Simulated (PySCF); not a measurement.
PySCF job for tetrachloroaluminate (AlCl4), SMILES [Cl][Al-]([Cl])([Cl])[Cl], charge -1, PBE/pcSseg-1. Geometry: B3LYP-D3(BJ)/def2-SVPD.

```python
import numpy as np
from pyscf import gto, scf, dft
from pyscf.prop.nmr import rks as nmr

mol = gto.M(
    atom='''
    Cl   -1.25922712    1.25922712   -1.25922712
    Al   -0.00000000    0.00000000   -0.00000000
    Cl    1.25922712    1.25922712    1.25922712
    Cl    1.25922712   -1.25922712   -1.25922712
    Cl   -1.25922712   -1.25922712    1.25922712
    ''',
    basis='pcSseg-1',
    charge=-1,
    spin=0,
    max_memory=1600,
    verbose=3,
)
mf = dft.RKS(mol, xc='pbe')
mf.grids.level = 3
mf.conv_tol = 1e-10
mf.max_cycle = 100
mf.kernel()
n = nmr.NMR(mf)
n.verbose = 2
n.max_cycle_cphf = 60
sigma = n.kernel()
print('atom   isotropic/ppm   span/ppm')
for i, s in enumerate(sigma):
    w = np.linalg.eigvalsh((s + s.T) / 2)
    print(f'{mol.atom_symbol(i):2s}{i + 1:3d} {w.mean():14.3f} {w[2] - w[0]:11.3f}')
```

Output:

```
converged SCF energy = -2082.66418603038
atom   isotropic/ppm   span/ppm
Cl  1        907.182     208.625
Al  2        443.144       0.000
Cl  3        907.182     208.625
Cl  4        907.182     208.625
Cl  5        907.182     208.625
```

The run converged.

Cost: about 13 core-seconds (a rough figure).
